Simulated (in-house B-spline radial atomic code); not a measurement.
How numerical settings move a run on the strontium ion Sr²⁺, [Ar] 3d10 4s2 4p6. Computed with an all-electron radial atomic-structure program (B-spline basis): scalar-relativistic (X2C) PBEsol, spin-polarised, spherical fractional occupations, Fermi nucleus of rms radius 4.224 fm.

Command:
```bash
python run_scf.py task.json out
```
Settings of the sound reference run:
```
Z                38
electrons        36
configuration    [Ar] 3d10 4s2 4p6
hamiltonian      x2c
method           pbesol
spin_polarised   True
nucleus          fermi
rms_radius       4.224
mass_number      88
atomic_mass      87.90561
speed_of_light   137.036
knot_spacing     0.22
spline_order     8
gauss_points     12
box_radius       22.22
max_iterations   70
damping          0.5
damped_steps     3
diis_vectors     10
tolerance        1e-08
start            Thomas-Fermi
```

Time taken, with all properties: 0.39 s on 1 thread of Arm Neoverse N1, on a shared host.

It converges in 9 iterations to -3176.334254 hartree, with 4p up at -36.4966 eV. The other runs change the listed settings, some to values that make no sense; their results aren't properties of the atom or ion. Radii are in bohr (the nuclear one in fm), a minus after a letter asks for a j subshell, and «unchanged» means within 1e-8 hartree. The run stops when the residual is below 10 × tolerance × max(1, Z/10), or a noise floor if that is larger, and the energy moves by less than 1e-8 × √|E| hartree; so very loose and very tight tolerances often act alike.

```tsv
changed settings	outcome
tolerance = 1e-06	converged in 9 iterations, energy unchanged
knot_spacing = 1, box_radius = 4.44, max_iterations = 60, tolerance = 1e-10	converged in 10 iterations, energy +1.74e+00 hartree from the reference, 4p up level +2.2e-01 eV (the program warns: 4p up reaches the box edge; 2s up reaches the box edge)
electrons = 39, configuration = [Ar] 3d10 4s2 4p6 5s3, max_iterations = 75	stopped with error: shell 5s holds at most 1 electrons (per spin)
electrons = 44, configuration = [Ar] 3d10 4s2 4p6 6s2 6p6, max_iterations = 60	converged in 12 iterations to -3175.8394 hartree, a different physical problem (warning: 6s up has a positive eigenvalue: unbound, held by the box)
damped_steps = 30	converged in 17 iterations, energy unchanged, 4p up level -6.7e-06 eV
first_knot = 2.63e-06, max_iterations = 50, damping = 0.2	converged in 9 iterations, energy +3.41e-06 hartree from the reference, 4p up level -1.7e-05 eV
damped_steps = 0	converged in 8 iterations, energy unchanged, 4p up level -1.1e-05 eV
hamiltonian = dirac, method = tpss,tpss, spin_polarised = False	stopped with error: meta-GGAs are not served with the Dirac Hamiltonian
gauss_points = 8, first_knot = 2.63e-05, max_iterations = 60, diis_vectors = 0	converged in 18 iterations, energy +4.48e-07 hartree from the reference, 4p up level -1.1e-05 eV
max_iterations = 3	not converged after 3 iterations, last residual 3.1e-02, last energy +2.31e-02 hartree from the reference
tolerance = 1e-13	converged in 10 iterations, energy unchanged, 4p up level -8.8e-06 eV
damped_steps = 1	converged in 8 iterations, energy unchanged, 4p up level -6.0e-06 eV
```

**Question.** What happens with max_iterations = 8?

**Answer.** Not converged after 8 iterations, last residual 5.4e-06, last energy +6.00e-10 hartree from the reference.

**Question.** What happens with max_iterations = 2?

**Answer.** Not converged after 2 iterations, last residual 1.8e-01, last energy +9.78e-01 hartree from the reference.

**Question.** What happens with gauss_points = 8, max_iterations = 5, damping = 0.8?

**Answer.** Not converged after 5 iterations, last residual 7.5e-02, last energy +1.32e-01 hartree from the reference.

**Question.** What happens with damped_steps = 8?

**Answer.** Converged in 12 iterations, energy unchanged, 4p up level -2.3e-05 eV.
